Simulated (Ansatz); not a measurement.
System: C3H9BS, charge 0, multiplicity 1. SMILES: CSB(C)C
Coordinates optimised at B3LYP-D3(BJ)/def2-TZVP (Ansatz, an electronic-structure program):
```xyz
14

C      1.8124     0.6402    -0.8746
S      0.9797    -0.2174     0.5017
B     -0.7730    -0.1361     0.1361
C     -1.7281    -0.8125     1.1835
C     -1.3237     0.5703    -1.1564
H      1.4941     1.6789    -0.9317
H      2.8818     0.6054    -0.6772
H      1.6081     0.1423    -1.8201
H     -2.4438    -0.0732     1.5602
H     -1.2299    -1.2701     2.0390
H     -2.3319    -1.5812     0.6883
H     -1.0259     1.6232    -1.1924
H     -2.4121     0.5295    -1.2255
H     -0.9140     0.1156    -2.0640
```

Wanted: atomisation energy, in kcal/mol. Terms: no spin-orbit coupling; valence correlation only; UHF or UKS for open shells; dispersion terms only where a functional's name holds one; six Cartesian d functions in 6-31G* and its kin unless marked 5d; atomisation electronic, to ground-state atoms; non-relativistic. CBS(X,Y): correlation extrapolated as X^-3; Hartree-Fock from the larger set. First-principles rows: single points at B3LYP-D3(BJ) geometries (Ansatz).

```csv
species,coefficient,"E at B3LYP/6-31G* (Ansatz), Eh","E at PBE0/def2-TZVPD (Ansatz), Eh"
CSB(C)C,-1,-542.82858,-542.56299
B atom,+1,-24.65435,-24.61833
C atom,+3,-37.84628,-37.80543
H atom,+9,-0.50027,-0.50104
S atom,+1,-398.10499,-397.97420
```

Coupled cluster (Ansatz) is a level with limits of its own, used here on species with T1 under 0.025 (0.045 for open shells) and stable references: CCSD(T)/CBS(cc-pV(T+d)Z,cc-pV(Q+d)Z). Value to compare with, CCSD(T)/CBS(cc-pV(T+d)Z,cc-pV(Q+d)Z) (Ansatz): 1277.5 kcal/mol. 1 Eh = 627.5095 kcal/mol.

Question: Work the quantity out at each level, and compare with CCSD(T)/CBS(cc-pV(T+d)Z,cc-pV(Q+d)Z) (Ansatz).

Answer: 
- B3LYP/6-31G*: the sum of coefficient times E is 2.02797 Eh, or 1272.57 kcal/mol. Result: 1272.6 kcal/mol. Its difference against CCSD(T)/CBS(cc-pV(T+d)Z,cc-pV(Q+d)Z) (Ansatz) is -4.9 kcal/mol.
- PBE0/def2-TZVPD: the sum of coefficient times E is 2.04481 Eh, or 1283.14 kcal/mol. Result: 1283.1 kcal/mol. Its difference against CCSD(T)/CBS(cc-pV(T+d)Z,cc-pV(Q+d)Z) (Ansatz) is 5.6 kcal/mol.
